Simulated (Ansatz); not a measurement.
Total energies of C$_{2}$H$_{9}$GaS, SMILES `[CH3][GaH-]([CH3])[SH2+]`.

Z-matrix (Å, degrees):
```
C
Ga 1 1.986
H 1 1.093 2 112.3
H 1 1.093 2 111.9 3 122.5
H 1 1.094 2 109.5 3 -118.9
C 2 1.984 1 119.3 3 -161.9
S 2 2.661 1 98.1 3 -59.3
H 2 1.585 1 118.5 3 38.2
H 6 1.093 2 112.0 1 38.5
H 6 1.094 2 109.4 1 -80.2
H 6 1.092 2 112.1 1 160.9
H 7 1.344 2 97.6 1 -42.2
H 7 1.343 2 95.8 1 51.2
```

The species carries charge 0 and has multiplicity 1. Correlated methods include outer-core shells of Ga, which these sets cover unevenly. Scalar relativity is left out up to krypton. The geometry is a stationary point of PBE0-D4/def2-TZVP. It is one conformer, not always the lowest. Basis def2-TZVPP, Ansatz.

RPA on PBE orbitals: Hartree–Fock energy of these orbitals -2401.73137 Eh, correlation -1.35913 Eh (frozen core).

| functional | energy without D4 (Eh) | D4 term (kJ/mol) |
| --- | --- | --- |
| LDA (SPW92) | -2399.51068 | – |
| PBE | -2404.12637 | -26.6 |
| revPBE | -2404.47758 | -72.1 |
| BLYP | -2404.72148 | -56.4 |
| r2SCAN | -2404.62765 | -6.8 |
| B97M-V | -2404.25187 | – |
| PBE0 | -2404.22028 | -22.9 |
| B3LYP | -2404.79867 | -42.7 |
| r2SCANh | -2404.61257 | -7.3 |
| r2SCAN0 | -2404.59140 | -8.1 |
| HSE06 (plane-wave form) | -2404.20630 | -21.5 |
| BHLYP | -2404.63197 | -35.1 |
| CAM-B3LYP | -2404.79582 | -23.5 |
| LC-ωPBE | -2404.31479 | – |
| ωB97X-V | -2404.45925 | – |
| ωB97M-V | -2404.52538 | – |
| B2PLYP | -2404.14104 | – |
| PBE-QIDH | -2403.79180 | – |

B3LYP takes the VWN-RPA correlation (the form of Gaussian; ORCA's B3LYP/G). HSE06 is the plane-wave form, built on full-range PBE exchange. The double hybrids freeze the cores in their second-order part.

LC-ωPBE has ω = 0.4 bohr⁻¹.
